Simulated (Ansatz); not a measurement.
Geometry optimisation, Ansatz 0.2.0, RKS PBE/def2-SVP.

Input file:

```yaml
crystal:
  periodic: [false, false, false]
  atoms:
    - { symbol: W, position_ang: [0.248847, 0.163843, -0.49481] }
    - { symbol: F, position_ang: [0.312774, 0.380156, 2.534927] }
    - { symbol: Cl, position_ang: [2.375491, -0.740346, -0.008536] }
    - { symbol: H, position_ang: [-0.73381, 1.40062, 0.131195] }
    - { symbol: H, position_ang: [-1.332791, -0.151623, 0.030653] }
    - { symbol: H, position_ang: [-0.045627, -1.360208, 0.146243] }
    - { symbol: F, position_ang: [0.172902, 0.309012, -2.32038] }
    - { symbol: H, position_ang: [1.064037, 1.38132, 0.388905] }
    - { symbol: H, position_ang: [0.912576, 1.017825, 2.209004] }
basis:
  gaussian: { orbitals: def2-SVP }
hamiltonian:
  xc: pbe
relax:
  f_tol: 0.03
  max_steps: 50
output:
  orbitals: {}
```

Launched with:

```bash
$ ansatz run input.yaml --threads 2 --pin off --max-ram 3072MiB --backend cpu --events-out ev --progress --plain --runs-dir out
```

Q: Where does it end, and by what steps?

A: The run converged. The force dipped under the threshold on the way, but the program's further checks kept it going. After 22 steps the energy has fallen by 0.308 eV; H9 moved furthest, 0.95 Å. Joined: W1–F2 (3.04 → 2.47 Å).

| step | energy less start (eV) | largest force component (eV/Å) | accepted |
| --- | --- | --- | --- |
| 0 | 0.0000 | 0.481 | yes |
| 1 | -0.0701 | 0.870 | yes |
| 2 | -0.1358 | 0.932 | yes |
| 3 | -0.1453 | 0.915 | yes |
| 4 | -0.1878 | 0.209 | yes |
| 5 | -0.1899 | 0.058 | yes |
| 6 | -0.1904 | 0.017 | yes |
| 7 | -0.1908 | 0.023 | yes |
| 8 | -0.1664 | 1.342 | no |
| 9 | -0.1917 | 0.155 | yes |
| 10 | -0.1896 | 0.650 | no |
| 11 | -0.1936 | 0.142 | yes |
| 12 | -0.1964 | 0.163 | yes |
| 13 | -0.2014 | 0.285 | yes |
| 14 | -0.2086 | 0.749 | yes |
| 15 | -0.2220 | 1.332 | yes |
| 16 | -0.2723 | 0.287 | yes |
| 17 | -0.2917 | 0.761 | yes |
| 18 | -0.2948 | 0.456 | yes |
| 19 | -0.2870 | 0.561 | no |
| 20 | -0.3070 | 0.044 | yes |
| 21 | -0.3080 | 0.090 | yes |
| 22 | -0.3082 | 0.027 | yes |

```xyz
9
Properties=species:S:1:pos:R:3
W 0.212 0.250 -0.394
F 0.272 0.437 2.064
Cl 2.401 -0.442 0.380
H -0.799 1.554 -0.016
H -1.366 -0.083 0.122
H -0.048 -1.186 0.439
F 0.189 0.103 -2.226
H 0.932 1.647 0.199
H 1.181 0.121 2.049
```

Whether the end is a true minimum wasn't checked by a vibrational analysis.

Run time: 28 s on 2 threads of Intel(R) Xeon(R) 6975P-C (Granite Rapids), on a shared host, peak memory 0.16 GiB.
